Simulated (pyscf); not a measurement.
## cyclic H₆B₃N₃ (SMILES B1NBNBN1), singlet

Gas-phase minimum from PySCF at ωB97X-D3(BJ)/def2-SVP, one conformer. 

```
N
H 1 1.0121
B 1 1.4315 2 118.74
N 3 1.4315 1 117.48 2 179.99
H 4 1.0121 3 118.74 1 179.99
B 4 1.4315 5 118.74 3 -180.00
N 6 1.4316 4 117.49 5 179.99
H 7 1.0121 6 118.74 4 -179.99
B 1 1.4316 2 118.74 3 179.96
H 9 1.2109 1 121.26 2 0.01
H 6 1.2109 4 121.25 5 -0.01
H 3 1.2109 4 121.26 5 -0.01
```

Properties at ωB97X-D3(BJ)/def2-SVP:

```
Quantity                                                                                                                                                                                                                                                                                 Result
---------------------------------------------------------------------------------------------------------------------  ------------------------------------------------------------------------------------------------------------------------------------------------------------------------
Harmonic wavenumbers, unscaled                                                                                         287, 287, 403, 528, 528, 716, 716, 727, 870, 940, 940, 950, 950, 952, 959, 1046, 1077, 1077, 1261, 1310, 1404, 1404, 1516, 1516, 2614, 2614, 2625, 3687, 3688, 3688 cm⁻¹
Zero-point energy                                                                                                                                                                                                                                                                 59.0 kcal/mol
Rotational symmetry number                                                                                                                                                                                                                                                                    6
Entropy of this conformer at 298 K and 1 atm, rigid rotor and harmonic oscillator, modes under 100 cm⁻¹ raised to 100                                                                                                                                                           286.8 J/(mol K)
Dipole moment                                                                                                                                                                                                                                                                            0.00 D
```

Single-point totals, which compare only within one level:

```json
[
 {"level": "ωB97X-D3(BJ)/def2-TZVP", "total energy (hartree)": "-242.86946"},
 {"level": "PBE/def2-TZVP", "total energy (hartree)": "-242.42231"},
 {"level": "r²SCAN/def2-TZVP", "total energy (hartree)": "-242.61054"},
 {"level": "B3LYP-D3(BJ)/def2-TZVP", "total energy (hartree)": "-242.78973"},
 {"level": "PBE0-D3(BJ)/def2-TZVP", "total energy (hartree)": "-242.46305"},
 {"level": "M06-2X/def2-TZVP", "total energy (hartree)": "-242.66623"},
 {"level": "ωB97M-D3(BJ)/def2-TZVP", "total energy (hartree)": "-242.83803"}
]
```
